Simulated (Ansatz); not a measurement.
`C[SiH](Cl)[SiH2]F` + `C#[C][GeH]([CH3])[F]` → `C#C[SiH](C)Cl` + `[CH3][GeH]([F])[SiH2]F`  (redistribution)

Calculated with Ansatz (gas phase, PBE0-D4/def2-TZVP geometries, no zero-point term in ΔE). CCSD(T)/CBS adds triple-zeta CCSD(T) − MP2 to the extrapolated MP2 energy (def2 sets, frozen cores). DFT in def2-TZVPP. B3LYP here is the variant with VWN-RPA as its local correlation; programs differ in this. For Ge outer-core shells are correlated without core-valence functions, which leaves a few kJ/mol of doubt a bond. Scalar relativity is left out up to krypton. Each species was taken in one conformer, which may not be the lowest.

| level | ΔE (kJ/mol) | difference from CCSD(T)/CBS |
| --- | --- | --- |
| PBE-D4 | -29.3 | -1.1 |
| r2SCAN-D4 | -31.3 | -3.1 |
| PBE0-D4 | -27.7 | 0.5 |
| B3LYP-D4 | -32.1 | -3.9 |
| PBE | -29.6 | -1.4 |
| r2SCAN | -31.4 | -3.2 |
| PBE0 | -28.0 | 0.2 |
| B3LYP | -32.7 | -4.5 |
| HF/def2-TZVPP | -25.7 | 2.5 |
| MP2/def2-TZVPP | -26.1 | 2.1 |
| SCS-MP2/def2-TZVPP | -25.5 | 2.7 |
| HF/def2-QZVPP | -26.5 | 1.7 |
| MP2/def2-QZVPP | -29.0 | -0.8 |
| HF/CBS(def2) | -26.6 | 1.6 |
| MP2/CBS(def2) | -30.7 | -2.5 |
| CCSD/CBS(def2) | -28.5 | -0.3 |
| CCSD(T)/CBS | -28.2 | 0 |

Largest T1 diagnostic among the species: 0.012.

CCSD(T)/CBS has its own doubt, a few kJ/mol and more with outer-core shells, so smaller differences from it don't rank the levels.
